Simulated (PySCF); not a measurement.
# Electron correlation in Rh⁻ (rhodium, charge -1)

[Kr] 4d8 5s2, high-spin 3F determinant. Calculation: PySCF 2.14, in def2-TZVPPD with the def2 core potential (28 electrons); a scalar-relativistic core potential. Frozen: 4s2 4p6; 10 electrons correlated.

MP2 pair energies summed by pair of shells (mhartree):

```
 pair   energy  share (%)
4d-4d  -212.77       76.6
4d-5s   -48.02       17.3
5s-5s   -17.09        6.1
```

Total MP2 correlation energy: -277.87 mhartree.

Same-spin part -98.64 and opposite-spin part -179.23 mhartree; SCS-MP2 scales them by 1/3 and 6/5 to -247.96 mhartree.

The Hartree-Fock reference does not bind the outermost electron (its level is positive or very diffuse), so these energies belong to a reference that the basis holds together.
